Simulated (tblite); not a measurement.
A geometry optimisation, step by step.

C4H12BPS.
SMILES with atom numbers: `[BH3-:1][PH+:2]1[CH2:3][CH2:4][S:5][CH2:6][CH2:7]1` (hydrogens: H8, H9, H10 on B1; H11 on P2; H12, H13 on C3; H14, H15 on C4; H16, H17 on C6; H18, H19 on C7)

Computed with GFN2-xTB (tblite), gas phase: L-BFGS steps from a force-field or distance-geometry start until the largest atomic force falls under 0.01 eV/Å. 4 of its 62 geometries are shown.

Step 0: E = -589.6542 eV, largest atomic force 2.968 eV/Å
```
atom  x, y, z in Å  |  force x, y, z in eV/Å
B1      2.571   -0.070   -0.010    0.491   0.165   0.146
P2      0.722   -0.022   -0.480    2.902  -0.257   0.565
C3     -0.049    1.467    0.196   -1.169   0.447  -0.268
C4     -1.572    1.413   -0.013   -0.130   0.706   0.319
S5     -2.321    0.074    1.015    0.202   0.137  -0.842
C6     -1.647   -1.322    0.035   -0.122  -0.807   0.203
C7     -0.134   -1.456    0.234   -0.750  -0.406   0.009
H8      3.114    0.890   -0.468   -0.199   0.117  -0.171
H9      2.678   -0.055    1.178   -0.370   0.017   0.134
H10     3.053   -1.061   -0.437   -0.104  -0.298  -0.252
H11     0.582   -0.046   -1.872   -0.815   0.054   0.281
H12     0.175    1.561    1.275    0.092  -0.180  -0.479
H13     0.345    2.357   -0.329    0.048  -0.345   0.199
H14    -1.817    1.262   -1.081   -0.037  -0.075   0.518
H15    -2.016    2.380    0.322    0.059  -0.733  -0.148
H16    -2.136   -2.251    0.403    0.035   0.642  -0.168
H17    -1.884   -1.197   -1.036   -0.076   0.090   0.477
H18     0.226   -2.386   -0.266   -0.073   0.565   0.294
H19     0.097   -1.528    1.327    0.018   0.162  -0.819
```

Step 20: E = -590.0999 eV, largest atomic force 0.049 eV/Å
```
atom  x, y, z in Å  |  force x, y, z in eV/Å
B1      2.701   -0.071    0.002   -0.047   0.001  -0.014
P2      0.838   -0.028   -0.434    0.021   0.002  -0.015
C3     -0.070    1.453    0.179    0.019  -0.018   0.004
C4     -1.575    1.413   -0.021    0.018   0.018  -0.013
S5     -2.359    0.079    0.934   -0.009  -0.005  -0.005
C6     -1.648   -1.327    0.023    0.011  -0.015  -0.010
C7     -0.146   -1.439    0.223    0.019   0.018   0.005
H8      3.175    0.908   -0.478   -0.006   0.002  -0.010
H9      2.679   -0.054    1.197    0.001   0.000   0.003
H10     3.121   -1.089   -0.449   -0.006  -0.002  -0.010
H11     0.367   -0.035   -1.756   -0.003   0.000   0.029
H12     0.168    1.550    1.243    0.002   0.006   0.006
H13     0.356    2.321   -0.336   -0.003  -0.010   0.019
H14    -1.840    1.269   -1.071    0.004   0.000  -0.016
H15    -2.034    2.336    0.335   -0.013   0.000   0.008
H16    -2.154   -2.211    0.411   -0.012   0.001   0.007
H17    -1.908   -1.204   -1.030    0.005   0.000  -0.015
H18     0.232   -2.343   -0.267   -0.002   0.008   0.018
H19     0.089   -1.518    1.289    0.001  -0.005   0.008
```

Step 41: E = -590.1043 eV, largest atomic force 0.078 eV/Å
```
atom  x, y, z in Å  |  force x, y, z in eV/Å
B1      2.702   -0.072   -0.035   -0.038   0.005  -0.026
P2      0.830   -0.028   -0.419    0.075  -0.019   0.011
C3     -0.071    1.444    0.215   -0.004   0.011   0.006
C4     -1.568    1.423   -0.037   -0.033  -0.014   0.009
S5     -2.397    0.077    0.868   -0.008   0.014  -0.005
C6     -1.641   -1.337    0.005   -0.006  -0.003   0.002
C7     -0.147   -1.430    0.261    0.004  -0.008   0.009
H8      3.155    0.909   -0.534    0.012  -0.004  -0.001
H9      2.721   -0.054    1.159    0.002   0.001   0.002
H10     3.103   -1.089   -0.503    0.011   0.001  -0.004
H11     0.327   -0.036   -1.727    0.007   0.001  -0.020
H12     0.136    1.507    1.288   -0.009  -0.005   0.021
H13     0.379    2.324   -0.256    0.007   0.015  -0.017
H14    -1.799    1.304   -1.098    0.017  -0.014  -0.007
H15    -2.033    2.341    0.322   -0.015  -0.006   0.015
H16    -2.154   -2.218    0.391   -0.019   0.005   0.015
H17    -1.865   -1.237   -1.059    0.014   0.012  -0.007
H18     0.256   -2.348   -0.181   -0.005   0.001  -0.012
H19     0.056   -1.469    1.336   -0.012   0.006   0.008
```

Step 61: E = -590.1054 eV, largest atomic force 0.009 eV/Å
```
atom  x, y, z in Å  |  force x, y, z in eV/Å
B1      2.708   -0.072   -0.050    0.008   0.000   0.001
P2      0.833   -0.028   -0.404    0.004  -0.001  -0.001
C3     -0.075    1.442    0.230    0.003   0.000   0.000
C4     -1.570    1.420   -0.041    0.000   0.000  -0.002
S5     -2.414    0.077    0.852    0.004  -0.001   0.008
C6     -1.643   -1.335    0.001    0.001   0.000  -0.001
C7     -0.151   -1.427    0.275    0.002   0.001   0.000
H8      3.154    0.907   -0.559   -0.004  -0.003   0.002
H9      2.757   -0.055    1.143   -0.001   0.000  -0.008
H10     3.101   -1.089   -0.528   -0.003   0.004   0.003
H11     0.336   -0.036   -1.715    0.001   0.000   0.001
H12     0.118    1.498    1.306   -0.005   0.001   0.004
H13     0.378    2.325   -0.232    0.002   0.001  -0.002
H14    -1.782    1.296   -1.105   -0.002   0.004  -0.004
H15    -2.042    2.338    0.310   -0.003   0.000   0.000
H16    -2.163   -2.215    0.380   -0.003   0.002   0.000
H17    -1.848   -1.232   -1.067   -0.002  -0.004  -0.002
H18     0.254   -2.348   -0.157    0.001   0.000  -0.002
H19     0.038   -1.459    1.353   -0.004  -0.001   0.003
```

Task: Summarise the path.

Result: The energy falls by 43.53 kJ/mol from step 0 to step 61; nine tenths of that is first reached at step 6. It falls at every step. The largest force goes from 2.968 to 0.009 eV/Å. Among the bonds P2–C3 changes most, from 1.808 to 1.841 Å; the atoms move by 0.115 Å rms after alignment.

The cost below is that of the whole relaxation. Time: 0.45 s. Hardware: one thread of an Arm Neoverse V1, no GPU, shared host with 32 logical CPUs at a one-minute load of 18.
